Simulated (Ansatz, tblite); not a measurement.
Isomers of Be$_{4}$O$_{3}$⁺ (doublet), found by a short tight-binding search and relaxed with PBE0-D4/def2-SVP in Ansatz.

The xTB rows come from tblite. HSE06 is defined as in plane-wave codes, on full-range PBE exchange. Correlated methods freeze 3 core orbitals.

Run but left out: HF/STO-3G, MP2/def2-TZVP, MP2/def2-TZVPP (E: ⟨S²⟩ 1.01 to 1.07, where a pure state has 0.75).

C: At PBE-D4/def2-SVP, PBE-D4/def2-TZVP, revPBE-D4/def2-TZVP, r2SCAN-D4/def2-TZVP and others the gap within one spin of the charge 1 doublet nearly closes, so an electron or hole may be smeared out by delocalisation error. E: At HF/def2-TZVP, CCSD(T)/def2-TZVPP the charge 1 doublet is spin-contaminated (final ⟨S²⟩ up to 1.01, 0.75 for a pure state). It holds 1 O–O bond.

Other spin states weren't relaxed.

A:

Cartesian coordinates in Å:
```
Be 1.2433 -0.7804 -0.1775
Be -1.1124 -0.9500 0.2149
Be 0.0869 0.6556 0.8039
Be -0.2621 0.7381 -1.2540
O -1.3066 0.5741 -0.0964
O 1.1121 0.7483 -0.4996
O 0.2389 -0.9858 1.0086
```

B:

```tsv
atom	x (Å)	y (Å)	z (Å)
Be1	0.319	-1.155	0.039
Be2	-1.637	-0.936	-1.973
Be3	-0.531	1.033	-0.294
Be4	1.096	0.627	1.320
O5	0.255	1.672	0.702
O6	1.225	-0.826	1.082
O7	-0.727	-0.415	-0.875
```

C:

```xyz
7

Be    0.2004   -1.1293    0.8225
Be    0.6393   -3.3778    2.4953
Be   -0.6194    3.3896   -2.4843
Be   -0.2115    1.1225   -0.8290
O     0.4186   -2.2742    1.6713
O    -0.0086   -0.0051   -0.0048
O    -0.4187    2.2743   -1.6710
```

D:

Cartesian coordinates in Å:
```
Be -0.948 -1.391 1.072
Be -1.027 -0.064 -1.187
Be 1.049 -0.229 1.688
Be 0.963 1.097 -0.574
O 1.500 0.702 0.744
O -1.481 -1.038 -0.173
O -0.056 0.922 -1.570
```

E:

```xyz
7

Be    0.814    1.068   -0.290
Be   -0.962   -1.245    0.802
Be    0.229    0.371    1.726
Be   -0.379   -0.551   -1.215
O    -0.156    1.006   -1.581
O    -0.615   -0.733    2.103
O     1.069    0.083   -1.545
```

Problem. Estimate their order by electronic energy at PBE0-D4/def2-TZVP, counted from the lowest.

Solution. B (0.0) < A (76.5) < D (78.1) < C (78.6) < E (674.6), in kJ/mol. Gaps under about 2 kJ/mol are ties within the noise of geometry and basis.

Problem. Do the other levels pick the same lowest one?

Solution. Not GFN1-xTB, GFN2-xTB. Energies above each level's lowest (kJ/mol):

| level | A | B | C | D | E |
| --- | --- | --- | --- | --- | --- |
| GFN1-xTB | 174.2 | 86.8 | 0.0 | 79.7 | 543.1 |
| GFN2-xTB | 225.8 | 104.0 | 0.0 | 93.7 | 586.2 |
| HF/def2-TZVP | 182.8 | 0.0 | 128.9 | 95.3 | 807.6 |
| HF/def2-TZVPP | 182.8 | 0.0 | 128.9 | 95.3 | 807.6 |
| PBE-D4/def2-SVP | 88.0 | 0.0 | 19.6 | 74.6 | 656.3 |
| PBE-D4/def2-TZVP | 60.5 | 0.0 | 40.3 | 67.0 | 629.8 |
| revPBE-D4/def2-TZVP | 67.8 | 0.0 | 42.1 | 72.5 | 630.7 |
| r2SCAN-D4/def2-TZVP | 73.5 | 0.0 | 56.9 | 72.6 | 676.1 |
| PBE0-D4/def2-SVP | 104.6 | 0.0 | 55.3 | 90.2 | 706.0 |
| PBE0-D4/def2-TZVP | 76.5 | 0.0 | 78.6 | 78.1 | 674.6 |
| HSE06-D4/def2-TZVP | 75.1 | 0.0 | 68.4 | 78.0 | 673.6 |
| CCSD/def2-TZVPP | 122.3 | 0.0 | 142.8 | 83.2 | 729.2 |
| CCSD(T)/def2-TZVPP | 111.4 | 0.0 | 145.9 | 79.6 | 705.9 |
Point groups (tolerance 0.1 Å): A C3v, B C2v, C D∞h, D C2v, E C2v. C and D have the same bonds, so they are conformers or stereoisomers. Lower isomers may exist. From def2-SVP to def2-TZVP the PBE0 values move by up to 31.4 kJ/mol, so results in the small set are rough.
